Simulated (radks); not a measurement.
Problem. Species: Ru3.25+. Configuration: [Ar] 3d10 4s2 4d(up 2.5, down 2.5) 4p(up 3, down 2.75) (fractional occupations, a model configuration). All-electron calculation, scalar-relativistic Kohn-Sham, LDA (Slater exchange, Perdew-Wang correlation), spin-polarised, spherical densities, point nucleus. Program: a radial shooting solver on a logarithmic mesh with Libxc functionals. Some entries of the table are withheld. Estimate them.

| orbital | occ. | eigenvalue (eV) | <1/r> (bohr^-1) |
|---|---|---|---|
| 1s up | 1 | -21949.28 | 45.82 |
| 1s down | 1 | -21949.23 | 45.82 |
| 2s up | 1 | -3191.474 | 10.36 |
| 2s down | 1 | -3191.435 | 10.36 |
| 2p up | 3 | -2864.605 | 10.05 |
| 2p down | 3 | -2864.553 | 10.05 |
| 3s up | 1 | -594.7126 | 3.590 |
| 3s down | 1 | -594.6488 | 3.590 |
| 3p up | 3 | -487.2964 | 3.420 |
| 3p down | 3 | -487.2266 | 3.421 |
| 3d up | 5 | -313.9083 | 3.195 |
| 3d down | 5 | -313.8368 | 3.195 |
| 4s up | 1 | -115.5650 | 1.364 |
| 4s down | 1 | -115.3028 | 1.364 |
| 4p up | 3 | -85.1453 | 1.226 |
| 4p down | 2.75 | -84.8976 | 1.225 |
| 4d up | 2.5 | (1) | 0.9336 |
| 4d down | 2.5 | (2) | 0.9316 |

Solution. 
(1) 4d up eigenvalue (eV): -41.4569
(2) 4d down eigenvalue (eV): -41.2694
